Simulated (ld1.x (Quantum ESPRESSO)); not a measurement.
**PBE ultrasoft dataset for Zr, scalar-relativistic all-electron reference.**

ld1.x (Quantum ESPRESSO) 7.5 input, shortened:

```
&input
   title='Zr', zed=40., rel=1, dft='PBE', iswitch=3,
   config='[Kr] 4d1 4f-2 5s0 5p0'
 /
 &inputp
   pseudotype=3, tm=.true., lloc=-1, rcloc=2.60,
   nlcc=.true., new_core_ps=.true., rcore=1.20,
   which_augfun='PSQ', rmatch_augfun_nc=.true.
 /
8
5S  1  0   0.00   0.00  2.00  2.50  0.0
5S  1  0   0.00  -1.40  2.00  2.50  0.0
5P  2  1   0.00   0.00  2.55  3.00  0.0
5P  2  1   0.00  -1.10  2.55  3.00  0.0
4D  3  2   1.00   0.00  2.10  2.30  0.0
4D  3  2   0.00   0.90  2.10  2.30  0.0
4F  4  3  -2.00   0.25  2.80  3.00  0.0
4F  4  3  -2.00   1.50  2.80  3.00  0.0
 &test
   configts(1)='4d1 5s0 5p0'
 /
```

All-electron outer shells of the reference configuration (PBE, scalar-relativistic, ld1.x):

```tsv
shell	level (eV)	outermost node (bohr)	outermost maximum (bohr)
4p	-59.17	0.56	1.17
4d	-28.20	0.58	1.49
5s	-24.29	1.43	2.68
5p	-18.97	1.61	3.11
```

Does the generator finish with these settings?

Yes, a potential is produced.

What does a ghost test show?

Ghost state, extra bound levels that the all-electron valence spectrum of the same l lacks: p at -14.2 eV (s not tested). A true bound ghost makes a file unfit for plane-wave use.

Is the overlap operator S = 1 + Σ q|β⟩⟨β| positive definite (Bessel basis up to 400 Ry)?

No: its lowest eigenvalue is -0.488, in the s channel, so the generalised eigenproblem breaks down once the basis is large enough.

Test run stopped at test 1 of 7 (negative rho).

Its overlap operator is not positive definite in a basis up to 400 Ry (lowest eigenvalue s -0.49), so the file is unfit for use: the generalised eigenproblem breaks down once the basis is large enough, and its test numbers describe a broken file.
